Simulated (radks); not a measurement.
Results of a calculation; reference values are marked as such.
How relativity changes the ionisation of neutral carbon ([He] 2s2 2p2) to C+ ([He] 2s2 2p1). Spin-unpolarised spherical Kohn-Sham, PBEsol, point nucleus unless stated (finite: rms radius 2.4702 fm), a radial shooting solver on a logarithmic mesh with Libxc functionals. A level marked "c x" has the speed of light scaled by that factor and shares open shells by 2j + 1; other Dirac levels either fill j = l - 1/2 first or share by 2j + 1.

level,E(C) (hartree),E(C+) (hartree),IE (eV),HOMO,<r> HOMO (bohr)
non-rel.,-37.57693,-37.18032,10.792,2p,1.799
scalar-rel.,-37.59336,-37.19689,10.789,2p,1.800
"scalar-rel., finite nucleus",-37.59336,-37.19688,10.789,2p,1.800
"Dirac, 2j+1 shares",-37.59336,-37.19689,10.789,2p3/2,1.800
"Dirac, low j first",-37.59379,-37.19717,10.792,2p1/2,1.799
"Dirac, 2j+1 shares, finite nucleus",-37.59336,-37.19688,10.789,2p3/2,1.800
"Dirac, c x 1.25",-37.58744,-37.19092,10.790,2p3/2,1.800
"Dirac, c x 1.5",-37.58423,-37.18768,10.791,2p3/2,1.800
"Dirac, c x 5",-37.57759,-37.18098,10.792,2p3/2,1.799

NIST Atomic Spectra Database: 11.260 eV (measured). The relativistic part of the total energy of C is -0.01642 hartree (Dirac, 2j+1 shares, finite nucleus), 0.044 % of the non-relativistic value. Spin polarisation and multiplet splitting of open shells are left out at every level.

Beside tabulated values, note that spin-unpolarised runs miss the spin-polarisation part of the exchange energy of open shells.
